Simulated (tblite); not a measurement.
A geometry optimisation, step by step.

Compound: C6H7O2 (doublet state).
SMILES with atom numbers: `[CH2:1][C@@H:2]([CH3:3])[O:4][c:5]1[cH:6][c:7]1=[O:8]` (hydrogens: H9, H10 on C1; H11 on C2; H12, H13, H14 on C3; H15 on C6)
Bond orders are those of one Lewis drawing.

Computed with GFN2-xTB (tblite), gas phase: L-BFGS steps from a force-field or distance-geometry start until the largest atomic force falls under 0.01 eV/Å. 10 of its 110 geometries are shown.

Step 0: E = -662.1142 eV, largest atomic force 8.171 eV/Å
```
atom  x, y, z in Å  |  force x, y, z in eV/Å
C1     -1.238    0.917   -1.461    0.797   1.971   1.159
C2     -0.808    0.284   -0.161   -0.401   0.116  -0.999
C3     -1.896   -0.569    0.458   -0.956  -0.937   0.403
O4      0.244   -0.596   -0.518    3.974   0.454   1.884
C5      1.498   -0.421    0.073   -4.110   0.571  -1.091
C6      2.385    0.241    0.899   -1.168   1.776   1.056
C7      2.813   -0.844    0.161    5.797  -5.303  -2.243
O8      3.705   -1.670   -0.199   -3.309   3.224   1.436
H9     -0.356    1.278   -2.030   -0.916  -0.538  -0.005
H10    -2.004    1.705   -1.306    0.302  -0.877  -0.460
H11    -0.474    1.044    0.580    0.094  -0.127  -0.339
H12    -2.781   -0.684   -0.225    0.887   0.093   0.701
H13    -1.464   -1.578    0.660   -0.487   0.671  -0.200
H14    -2.222   -0.158    1.422   -0.073  -0.131  -0.381
H15     2.594    1.056    1.626   -0.430  -0.963  -0.921
```

Step 12: E = -663.0272 eV, largest atomic force 0.298 eV/Å
```
atom  x, y, z in Å  |  force x, y, z in eV/Å
C1     -1.125    1.126   -1.311   -0.039  -0.145   0.165
C2     -0.769    0.327   -0.125    0.171  -0.197   0.144
C3     -1.901   -0.560    0.461    0.056   0.106  -0.016
O4      0.319   -0.578   -0.491   -0.024   0.035  -0.064
C5      1.500   -0.451    0.026   -0.132   0.126   0.002
C6      2.338    0.223    0.866    0.045  -0.057  -0.027
C7      2.871   -0.884    0.150   -0.090   0.150   0.119
O8      3.736   -1.644   -0.163    0.067   0.013   0.026
H9     -0.445    1.214   -2.135    0.055  -0.039   0.060
H10    -2.082    1.594   -1.382   -0.134   0.000   0.043
H11    -0.390    0.986    0.688   -0.017  -0.150  -0.129
H12    -2.737   -0.666   -0.225    0.076   0.103  -0.064
H13    -1.513   -1.561    0.659    0.061   0.159  -0.052
H14    -2.263   -0.152    1.400   -0.042   0.060  -0.052
H15     2.457    1.034    1.560   -0.053  -0.163  -0.155
```

Step 24: E = -663.0646 eV, largest atomic force 0.097 eV/Å
```
atom  x, y, z in Å  |  force x, y, z in eV/Å
C1     -1.124    1.137   -1.254    0.007  -0.023  -0.005
C2     -0.731    0.312   -0.104   -0.010  -0.011  -0.050
C3     -1.893   -0.530    0.452   -0.009   0.008   0.030
O4      0.316   -0.600   -0.535    0.060  -0.075  -0.010
C5      1.497   -0.473   -0.019    0.044  -0.028  -0.025
C6      2.299    0.217    0.840    0.004   0.015   0.017
C7      2.877   -0.872    0.152    0.002  -0.088  -0.034
O8      3.767   -1.617   -0.127    0.011   0.032  -0.001
H9     -0.464    1.207   -2.095    0.000   0.085  -0.020
H10    -2.124    1.508   -1.324   -0.042   0.051  -0.037
H11    -0.297    0.932    0.702   -0.039  -0.051   0.045
H12    -2.686   -0.620   -0.285    0.026  -0.030   0.015
H13    -1.530   -1.528    0.685    0.010   0.020   0.031
H14    -2.297   -0.086    1.356   -0.042   0.046   0.015
H15     2.386    1.022    1.533   -0.021   0.049   0.028
```

Step 36: E = -663.0899 eV, largest atomic force 0.176 eV/Å
```
atom  x, y, z in Å  |  force x, y, z in eV/Å
C1     -1.125    1.137   -1.233    0.011   0.023  -0.071
C2     -0.719    0.258   -0.132    0.006   0.089  -0.016
C3     -1.898   -0.527    0.454    0.023   0.029   0.047
O4      0.320   -0.675   -0.583    0.025   0.093   0.081
C5      1.501   -0.539   -0.059   -0.019  -0.004  -0.065
C6      2.257    0.189    0.812    0.008   0.063   0.009
C7      2.902   -0.873    0.144   -0.062  -0.103  -0.026
O8      3.834   -1.575   -0.106   -0.087   0.044  -0.031
H9     -0.436    1.404   -2.010    0.041  -0.012   0.046
H10    -2.139    1.482   -1.296    0.037  -0.050  -0.012
H11    -0.254    0.847    0.684    0.022  -0.050  -0.004
H12    -2.651   -0.732   -0.304    0.140  -0.106   0.008
H13    -1.538   -1.463    0.875   -0.061   0.012  -0.013
H14    -2.357    0.061    1.242   -0.067  -0.016   0.044
H15     2.301    1.013    1.488   -0.016  -0.012   0.006
```

Step 48: E = -663.1382 eV, largest atomic force 0.169 eV/Å
```
atom  x, y, z in Å  |  force x, y, z in eV/Å
C1     -1.085    1.192   -1.191   -0.005   0.034   0.014
C2     -0.734    0.283   -0.099   -0.039  -0.011   0.000
C3     -1.882   -0.530    0.491   -0.016  -0.025   0.003
O4      0.271   -0.668   -0.611   -0.030  -0.035   0.015
C5      1.454   -0.549   -0.112    0.001   0.028   0.052
C6      2.205    0.167    0.772    0.110   0.001  -0.033
C7      2.846   -0.889    0.086    0.025  -0.017   0.010
O8      3.769   -1.591   -0.189    0.089  -0.034  -0.011
H9     -0.298    1.576   -1.814   -0.071   0.015   0.052
H10    -2.102    1.409   -1.443   -0.044  -0.072  -0.008
H11    -0.222    0.822    0.720   -0.047   0.029   0.001
H12    -2.446   -1.018   -0.302    0.016   0.056   0.059
H13    -1.476   -1.302    1.150   -0.085   0.131  -0.064
H14    -2.541    0.118    1.069    0.049  -0.071  -0.116
H15     2.237    0.989    1.451    0.048  -0.029   0.025
```

Step 61: E = -663.2018 eV, largest atomic force 0.124 eV/Å
```
atom  x, y, z in Å  |  force x, y, z in eV/Å
C1     -1.131    1.202   -1.152   -0.011   0.082   0.035
C2     -0.774    0.335   -0.041   -0.008  -0.016   0.037
C3     -1.921   -0.512    0.482   -0.024  -0.077   0.064
O4      0.289   -0.634   -0.527   -0.005   0.074   0.015
C5      1.484   -0.515   -0.081    0.009  -0.123   0.007
C6      2.346    0.131    0.755   -0.074   0.046   0.027
C7      2.878   -0.939    0.011    0.019  -0.004   0.035
O8      3.746   -1.683   -0.331   -0.089   0.028  -0.035
H9     -0.395    1.868   -1.557   -0.014   0.030  -0.033
H10    -2.077    1.109   -1.647    0.045  -0.067  -0.044
H11    -0.295    0.899    0.775    0.034  -0.070  -0.053
H12    -2.238   -1.221   -0.279    0.037   0.019  -0.028
H13    -1.614   -1.068    1.367   -0.036   0.037  -0.058
H14    -2.767    0.123    0.734    0.066   0.007   0.036
H15     2.462    0.913    1.469    0.051   0.034  -0.006
```

Step 73: E = -663.2150 eV, largest atomic force 0.061 eV/Å
```
atom  x, y, z in Å  |  force x, y, z in eV/Å
C1     -1.154    1.218   -1.134    0.052  -0.016   0.002
C2     -0.792    0.371   -0.015    0.000  -0.028   0.016
C3     -1.927   -0.508    0.480   -0.007  -0.003   0.006
O4      0.291   -0.607   -0.490   -0.041   0.003  -0.025
C5      1.477   -0.506   -0.035    0.014  -0.006  -0.049
C6      2.382    0.120    0.772   -0.040   0.003  -0.039
C7      2.866   -0.950   -0.001   -0.017  -0.026   0.053
O8      3.689   -1.716   -0.398    0.057  -0.004  -0.008
H9     -0.469    1.962   -1.493   -0.010   0.024   0.027
H10    -1.991    0.957   -1.750    0.008  -0.006  -0.035
H11    -0.312    0.926    0.800   -0.019   0.024  -0.012
H12    -2.182   -1.235   -0.286   -0.010   0.013  -0.025
H13    -1.641   -1.042    1.382   -0.005   0.009   0.017
H14    -2.800    0.107    0.685    0.011  -0.010   0.055
H15     2.561    0.912    1.461    0.006   0.022   0.018
```

Step 85: E = -663.2277 eV, largest atomic force 0.056 eV/Å
```
atom  x, y, z in Å  |  force x, y, z in eV/Å
C1     -1.135    1.205   -1.149   -0.034  -0.016   0.002
C2     -0.790    0.362   -0.025    0.017  -0.001  -0.005
C3     -1.925   -0.500    0.497    0.025   0.004  -0.014
O4      0.274   -0.646   -0.504    0.014  -0.003   0.004
C5      1.462   -0.542   -0.054   -0.001   0.037  -0.026
C6      2.342    0.124    0.748    0.013   0.015   0.009
C7      2.863   -0.954    0.014    0.002  -0.002   0.029
O8      3.715   -1.704   -0.352   -0.029   0.001  -0.004
H9     -0.522    2.048   -1.404    0.014   0.011  -0.010
H10    -1.878    0.885   -1.854    0.013  -0.007   0.013
H11    -0.298    0.923    0.777    0.011  -0.009   0.016
H12    -2.273   -1.153   -0.297   -0.050  -0.020  -0.014
H13    -1.589   -1.110    1.332    0.014  -0.019   0.011
H14    -2.743    0.131    0.829   -0.020   0.020  -0.004
H15     2.494    0.940    1.419    0.011  -0.013  -0.009
```

Step 97: E = -663.2295 eV, largest atomic force 0.014 eV/Å
```
atom  x, y, z in Å  |  force x, y, z in eV/Å
C1     -1.139    1.200   -1.152   -0.011   0.001   0.002
C2     -0.790    0.358   -0.028    0.000   0.005   0.002
C3     -1.927   -0.503    0.494    0.001   0.006   0.001
O4      0.280   -0.639   -0.506   -0.007   0.003   0.012
C5      1.466   -0.524   -0.056    0.009  -0.004  -0.002
C6      2.349    0.137    0.748   -0.006  -0.003  -0.007
C7      2.862   -0.951    0.022   -0.001  -0.008   0.006
O8      3.705   -1.714   -0.337    0.011  -0.007  -0.003
H9     -0.531    2.047   -1.406    0.008   0.004   0.000
H10    -1.867    0.866   -1.865   -0.004  -0.001   0.002
H11    -0.304    0.917    0.779   -0.003   0.002  -0.003
H12    -2.316   -1.127   -0.305   -0.001   0.003  -0.009
H13    -1.581   -1.143    1.302    0.002  -0.005   0.001
H14    -2.723    0.137    0.866    0.001  -0.009  -0.001
H15     2.509    0.948    1.421    0.001   0.012   0.000
```

Step 109: E = -663.2297 eV, largest atomic force 0.008 eV/Å
```
atom  x, y, z in Å  |  force x, y, z in eV/Å
C1     -1.141    1.201   -1.151    0.002   0.001  -0.004
C2     -0.792    0.360   -0.027    0.000  -0.002   0.000
C3     -1.927   -0.505    0.492   -0.005  -0.006   0.000
O4      0.282   -0.638   -0.503   -0.001  -0.006   0.002
C5      1.468   -0.524   -0.053    0.001   0.003  -0.001
C6      2.352    0.141    0.747    0.001   0.000  -0.004
C7      2.864   -0.952    0.028   -0.004   0.004   0.005
O8      3.706   -1.718   -0.327   -0.006   0.002   0.003
H9     -0.523    2.038   -1.416   -0.003  -0.001   0.003
H10    -1.878    0.870   -1.857    0.000   0.005  -0.001
H11    -0.307    0.920    0.780    0.005   0.001   0.005
H12    -2.325   -1.113   -0.315    0.004   0.001   0.004
H13    -1.576   -1.159    1.286   -0.002   0.001  -0.005
H14    -2.718    0.131    0.882    0.005  -0.001  -0.003
H15     2.511    0.956    1.415    0.003  -0.002  -0.005
```

Question: Summarise the path.

Answer: The energy falls by 25.72 kcal/mol from step 0 to step 109; nine tenths of that is first reached at step 44. It rises by more than 0.2 meV at step 1. The largest force goes from 8.171 to 0.008 eV/Å. Among the bonds C2–O4 changes most, from 1.417 to 1.541 Å; the atoms move by 0.521 Å rms after alignment.

Question: Follow the three bonds and two angles with the largest change from start to end.

Answer: 
| step | E above end (kcal/mol) | largest force (eV/Å) | C2–O4 (Å) | O4–C5 (Å) | C5–C7 (Å) | C2–C1–H9 (°) | C2–C1–H10 (°) |
| --- | --- | --- | --- | --- | --- | --- | --- |
| 0 | 25.72 | 8.171 | 1.417 | 1.397 | 1.384 | 110.6 | 112.0 |
| 5 | 7.16 | 0.504 | 1.450 | 1.289 | 1.439 | 115.8 | 117.3 |
| 9 | 5.38 | 0.351 | 1.449 | 1.297 | 1.444 | 119.7 | 120.3 |
| 14 | 4.34 | 0.194 | 1.457 | 1.293 | 1.446 | 120.5 | 121.3 |
| 19 | 3.99 | 0.116 | 1.459 | 1.296 | 1.445 | 118.6 | 121.1 |
| 24 | 3.81 | 0.097 | 1.454 | 1.295 | 1.447 | 119.1 | 119.8 |
| 28 | 3.63 | 0.114 | 1.459 | 1.295 | 1.441 | 120.4 | 119.5 |
| 33 | 3.42 | 0.143 | 1.460 | 1.298 | 1.453 | 121.5 | 119.3 |
| 38 | 3.10 | 0.180 | 1.470 | 1.296 | 1.449 | 120.5 | 119.9 |
| 43 | 2.68 | 0.233 | 1.471 | 1.297 | 1.456 | 119.7 | 119.9 |
| 47 | 2.14 | 0.120 | 1.475 | 1.291 | 1.448 | 118.8 | 121.9 |
| 52 | 1.80 | 0.155 | 1.481 | 1.290 | 1.448 | 118.4 | 121.7 |
| 57 | 1.12 | 0.193 | 1.503 | 1.285 | 1.459 | 119.1 | 121.1 |
| 62 | 0.58 | 0.153 | 1.520 | 1.281 | 1.460 | 119.6 | 120.9 |
| 66 | 0.46 | 0.097 | 1.520 | 1.279 | 1.459 | 119.9 | 120.6 |
| 71 | 0.38 | 0.077 | 1.530 | 1.276 | 1.459 | 119.9 | 120.1 |
| 76 | 0.26 | 0.083 | 1.532 | 1.275 | 1.458 | 121.2 | 119.3 |
| 81 | 0.12 | 0.083 | 1.532 | 1.274 | 1.461 | 120.7 | 119.4 |
| 85 | 0.05 | 0.056 | 1.541 | 1.275 | 1.463 | 120.4 | 120.1 |
| 90 | 0.02 | 0.026 | 1.544 | 1.274 | 1.463 | 120.4 | 120.1 |
| 95 | 0.01 | 0.022 | 1.538 | 1.275 | 1.462 | 120.5 | 119.9 |
| 100 | 0.00 | 0.016 | 1.540 | 1.274 | 1.462 | 120.4 | 119.9 |
| 104 | 0.00 | 0.016 | 1.540 | 1.274 | 1.462 | 120.3 | 119.9 |
| 109 | 0.00 | 0.008 | 1.541 | 1.274 | 1.463 | 120.4 | 119.8 |

What follows is the cost of the whole relaxation. Time: 0.63 s of wall time. Hardware: one thread, Arm Neoverse V1 (aarch64), no GPU, shared host with 32 logical CPUs at a one-minute load of 14.
